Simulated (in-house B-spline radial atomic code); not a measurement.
Results of a calculation; reference values are marked as such.
**Weak and strong correlation along the adiabatic connection**

Two-electron singlets in several external potentials (atomic units), by full CI in B-splines with partial waves to l = 8 (correlation energies up to 0.6 % small). The repulsion is scaled by λ at fixed density; W(λ) is the mean repulsion less the Hartree energy, W(0) = E_x, and the area under W from 0 to 1 is E_xc.

One system gave this curve:

```json
{"λ": "0", "W (hartree)": "-0.59971"}
{"λ": "0.02", "W (hartree)": "-0.60171"}
{"λ": "0.05", "W (hartree)": "-0.60464"}
{"λ": "0.12", "W (hartree)": "-0.61123"}
{"λ": "0.25", "W (hartree)": "-0.62256"}
{"λ": "0.4", "W (hartree)": "-0.6343"}
{"λ": "0.6", "W (hartree)": "-0.64808"}
{"λ": "0.8", "W (hartree)": "-0.66005"}
{"λ": "1", "W (hartree)": "-0.67051"}
{"λ": "1.4", "W (hartree)": "-0.68787"}
{"λ": "2", "W (hartree)": "-0.70752"}
{"λ": "3", "W (hartree)": "-0.72994"}
{"λ": "4.5", "W (hartree)": "-0.75095"}
{"λ": "7", "W (hartree)": "-0.77122"}
{"λ": "10", "W (hartree)": "-0.7854"}
```

(1) Which system is it?
A. ω²r²/2, ω = 1.61
B. −Z/r, Z = 8
C. −V exp(−r²/w²), V = 23.3, w = 10.1
D. −V exp(−r²/w²), V = 19.8, w = 1.66

Answers

(1) C. The exchange energy sets the size: −V exp(−r²/w²), V = 23.3, w = 10.1: E_x = -0.6, E_c = -0.0396; −Z/r, Z = 8: E_x = -4.78, E_c = -0.0452; −V exp(−r²/w²), V = 19.8, w = 1.66: E_x = -1.4, E_c = -0.0442; ω²r²/2, ω = 1.61: E_x = -0.96, E_c = -0.0429 hartree.
